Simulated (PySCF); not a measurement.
## Hf: excitation energy

Hf [Xe] 4f14 5d2 6s2 (3F) → Hf [Xe] 4f14 5d1 6s2 6p1 (high-spin determinant), as a difference of total energies. Calculation: PySCF 2.14, in x2c-TZVPPall (11s7p7d3f1g, 97 functions); scalar relativity by spin-free X2C-1e. Correlated levels: valence and next inner shell: [Kr] 4d10 4f14 frozen. The calculations carry no spin-orbit coupling.

```csv
method,excitation energy (cm⁻¹)
UHF,12976
MP2 (valence and next inner shell),15619
SCS-MP2 (valence and next inner shell),15034
CCSD (valence and next inner shell),13601
CCSD(T) (valence and next inner shell),13139
```

A first-order spin-orbit estimate (lowest level to lowest level, LS coupling) adds -0.113 eV.

The basis was made for the ground configuration and has no added diffuse functions, so the excitation energy can come out too high.

The coupled-cluster amplitudes are large for the upper state (T1 above 0.03 or a double amplitude above 0.15), so a single reference is strained.

The determinant of the upper state mixes LS terms, which raises its energy above the lowest term, most at the Hartree-Fock and MP2 levels.
